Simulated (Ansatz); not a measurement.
Input for Ansatz (a first-principles code): R-CCSD(T)/aug-cc-pVTZ on ethyl methyl carbonate (SMILES CCOC(=O)OC), atoms moved off the minimum.

Ansatz 0.2 input:
```yaml
crystal:
  periodic: [false, false, false]
  atoms:
    - {symbol: C, position_ang: [-3.05464553, -0.39665339, -0.03755472]}
    - {symbol: C, position_ang: [-1.80926233, 0.34264725, 0.29416547]}
    - {symbol: O, position_ang: [-0.63883783, -0.38773287, -0.20893420]}
    - {symbol: C, position_ang: [0.51046815, 0.14977536, 0.01331748]}
    - {symbol: O, position_ang: [0.71204925, 1.22355685, 0.62335434]}
    - {symbol: O, position_ang: [1.50373230, -0.64879829, -0.44247310]}
    - {symbol: C, position_ang: [2.82853090, -0.22625434, -0.33724705]}
    - {symbol: H, position_ang: [-3.03201221, -1.42095559, 0.37746845]}
    - {symbol: H, position_ang: [-3.90647116, 0.16505945, 0.32936256]}
    - {symbol: H, position_ang: [-3.09500193, -0.48667937, -1.13128496]}
    - {symbol: H, position_ang: [-1.76369299, 1.35979733, -0.12228087]}
    - {symbol: H, position_ang: [-1.67518795, 0.48606806, 1.39739726]}
    - {symbol: H, position_ang: [3.42781639, -0.94887407, -0.78722047]}
    - {symbol: H, position_ang: [3.03746644, 0.79259069, -0.77290302]}
    - {symbol: H, position_ang: [3.10323263, -0.12561254, 0.79289942]}
basis:
  gaussian:
    orbitals: aug-cc-pVTZ
magnetization: {spin_polarized: false}
correlation: {method: ccsd_t, electrons: outside_noble_gas}
scf: {lower_state_search: off}
output: {forces: true}
```

**Question.** What total energy does the run end on?

**Answer.** -382.3649 hartree (reference determinant -380.8695, T1 diagnostic 0.014).
